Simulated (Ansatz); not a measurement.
```yaml
crystal:
  periodic: [false, false, false]
  atoms:
    - {symbol: N, position_ang: [-0.549856, 0.570514, 1.032007]}
    - {symbol: Nb, position_ang: [0.179788, -0.191051, -0.330286]}
    - {symbol: Cl, position_ang: [1.800793, -1.583512, 0.469990]}
    - {symbol: Cl, position_ang: [-1.465413, -1.342118, -1.414499]}
    - {symbol: Cl, position_ang: [1.054355, 1.465018, -1.634007]}
    - {symbol: H, position_ang: [-0.977567, 1.017149, 1.830794]}
basis:
  gaussian: {orbitals: def2-mTZVPP}
hamiltonian: {xc: {name: revPBE}, dispersion: d3bjatm}
output: {forces: true}
```

```sh
$ ansatz run in.yaml --threads 4 --pin off --events-out ev --progress --plain --max-ram 10444MiB
```

Shortened log:

```
Functional definition: revPBE
1303 factors; their error is unknown
mean field evaluation 1: about -40613.1184 eV, gradient 8.3e1 eV
mean field evaluation 2: about -40487.5644 eV, gradient 1.9e2 eV
mean field evaluation 4: about -40619.1644 eV, gradient 5.5e1 eV
mean field evaluation 8: about -40626.6085 eV, gradient 2.1e-1 eV
mean field evaluation 16: about -40626.6005 eV, gradient 5.2e-4 eV
mean field -40626.60051392 eV, -1493.0000311876 hartree, gradient 4.4e-5 eV, S^2 0.000000; 0 other end points of the search recorded, 0 dependent functions left out
reference -40626.60059368 eV, -1493.0000341189 hartree; 36, 36 occupied and 107, 107 virtual orbitals, 1303 factors
Total energy: -40627.09588756 eV, -1493.0182358330 hartree
Atom 0 at    -0.549856     0.570514     1.032007 Å, force    -0.598164     0.624246     1.116643 eV/Å
Atom 1 at     0.179788    -0.191051    -0.330286 Å, force     0.551121    -0.575132    -1.028141 eV/Å
Atom 2 at     1.800793    -1.583512     0.469990 Å, force     0.459336    -0.392656     0.251334 eV/Å
Atom 3 at    -1.465413    -1.342118    -1.414499 Å, force    -0.487429    -0.322777    -0.294844 eV/Å
Atom 4 at     1.054355     1.465018    -1.634007 Å, force     0.243137     0.491012    -0.358606 eV/Å
Atom 5 at    -0.977567     1.017149     1.830794 Å, force    -0.168001     0.175307     0.313614 eV/Å
Dipole moment:    -0.142987     0.149314     0.267085 e Å
```

It took 1.9 s on 4 threads of an Arm Neoverse V1 on a shared host, with 0.44 GiB of host memory at the peak.
